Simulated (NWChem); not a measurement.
System: GeNH$_{4}$Br; SMILES [NH2][GeH2][Br]

```xyz
7

Ge     0.3702     0.9049     0.0000
N     -1.1217     1.9410     0.0000
Br    -0.0823    -1.3893     0.0000
H      1.1501     1.1804    -1.2893
H      1.1501     1.1804     1.2893
H     -1.7070     1.8601     0.8274
H     -1.7070     1.8601    -0.8274
```
Atoms are numbered in this order, from 1.

Computed with NWChem. Structure relaxed at the PBE0/def2-SVP level.

Q: Order these by “orbital gap (eV)”, lowest first: TPSS/def2-SVPD; TPSS/def2-TZVPP; TPSS/def2-SVP.

A: TPSS/def2-SVPD (5.48), TPSS/def2-TZVPP (5.59), TPSS/def2-SVP (5.68)
